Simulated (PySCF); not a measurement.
A structure optimised at PBE-D3(BJ)/def2-TZVP, used in a PySCF frequency run:

```xyz
7

Si    -1.5822    -0.0177     0.0000
Ge     0.7979     0.0449     0.0000
H     -2.0830     0.6889     1.2183
H     -2.0830     0.6889    -1.2183
H     -2.1240    -1.4158     0.0000
H      1.4547    -0.5758     1.2646
H      1.4547    -0.5758    -1.2646
```
Charge 0, spin multiplicity 2.

### Question
Write its SMILES, formula and point group.

### Answer
[SiH3][GeH2], GeH5Si, Cs

### Question
What are its rotational constants (standard atomic weights)?

### Answer
50.679, 3.6912, 3.6260 GHz
